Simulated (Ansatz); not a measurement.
Isolated molecules relaxed with PBE0-D4/def2-TZVP in Ansatz; ΔE leaves out vibrations. CCSD(T)/CBS adds triple-zeta CCSD(T) − MP2 to the extrapolated MP2 energy (def2 sets, frozen cores). This one scheme is used for every species. DFT in def2-TZVPP. B3LYP here is the variant with VWN-RPA as its local correlation; programs differ in this. One conformer a species, not always the lowest.

`O[SiH2]S[SiH2]F` + CH₄ → `C[SiH2]S[SiH2]F` + H₂O  (formal exchange of groups at the Si–O bond)

```json
{"level": "PBE-D4", "ΔE (kJ/mol)": "93.6", "difference from CCSD(T)/CBS": "-4.5"}
{"level": "r2SCAN-D4", "ΔE (kJ/mol)": "104.5", "difference from CCSD(T)/CBS": "6.4"}
{"level": "PBE0-D4", "ΔE (kJ/mol)": "94.4", "difference from CCSD(T)/CBS": "-3.7"}
{"level": "B3LYP-D4", "ΔE (kJ/mol)": "104.1", "difference from CCSD(T)/CBS": "6.0"}
{"level": "ωB97X-V", "ΔE (kJ/mol)": "101.9", "difference from CCSD(T)/CBS": "3.8"}
{"level": "ωB97M-V", "ΔE (kJ/mol)": "102.1", "difference from CCSD(T)/CBS": "4.0"}
{"level": "B2PLYP", "ΔE (kJ/mol)": "106.9", "difference from CCSD(T)/CBS": "8.8"}
{"level": "PBE", "ΔE (kJ/mol)": "95.7", "difference from CCSD(T)/CBS": "-2.4"}
{"level": "r2SCAN", "ΔE (kJ/mol)": "105.3", "difference from CCSD(T)/CBS": "7.2"}
{"level": "PBE0", "ΔE (kJ/mol)": "96.5", "difference from CCSD(T)/CBS": "-1.6"}
{"level": "B3LYP", "ΔE (kJ/mol)": "107.4", "difference from CCSD(T)/CBS": "9.3"}
{"level": "HF/def2-TZVPP", "ΔE (kJ/mol)": "114.8", "difference from CCSD(T)/CBS": "16.7"}
{"level": "MP2/def2-TZVPP", "ΔE (kJ/mol)": "101.6", "difference from CCSD(T)/CBS": "3.5"}
{"level": "SCS-MP2/def2-TZVPP", "ΔE (kJ/mol)": "104.8", "difference from CCSD(T)/CBS": "6.7"}
{"level": "CCSD/def2-TZVPP", "ΔE (kJ/mol)": "101.6", "difference from CCSD(T)/CBS": "3.5"}
{"level": "CCSD(T)/def2-TZVPP", "ΔE (kJ/mol)": "100.4", "difference from CCSD(T)/CBS": "2.3"}
{"level": "HF/def2-QZVPP", "ΔE (kJ/mol)": "114.9", "difference from CCSD(T)/CBS": "16.8"}
{"level": "MP2/def2-QZVPP", "ΔE (kJ/mol)": "100.4", "difference from CCSD(T)/CBS": "2.3"}
{"level": "SCS-MP2/def2-QZVPP", "ΔE (kJ/mol)": "103.5", "difference from CCSD(T)/CBS": "5.4"}
{"level": "HF/CBS(def2)", "ΔE (kJ/mol)": "115.0", "difference from CCSD(T)/CBS": "16.9"}
{"level": "MP2/CBS(def2)", "ΔE (kJ/mol)": "99.3", "difference from CCSD(T)/CBS": "1.2"}
{"level": "CCSD/CBS(def2)", "ΔE (kJ/mol)": "99.3", "difference from CCSD(T)/CBS": "1.2"}
{"level": "CCSD(T)/CBS", "ΔE (kJ/mol)": "98.1", "difference from CCSD(T)/CBS": "0"}
```

Largest T1 diagnostic among the species: 0.012.

In def2-TZVPP, CCSD(T) changes the Hartree–Fock value by −14.3 kJ/mol (the triples alone add −1.2 kJ/mol) and MP2 by −13.2 kJ/mol. The D4 term adds −3.3 kJ/mol with B3LYP and −2.1 kJ/mol with PBE0; it sums over pairs of atoms, weighted by their polarisabilities, and B3LYP, whose exchange is more repulsive, gets the larger term.

CCSD(T)/CBS has its own doubt, a few kJ/mol and more with outer-core shells, so smaller differences from it don't rank the levels.
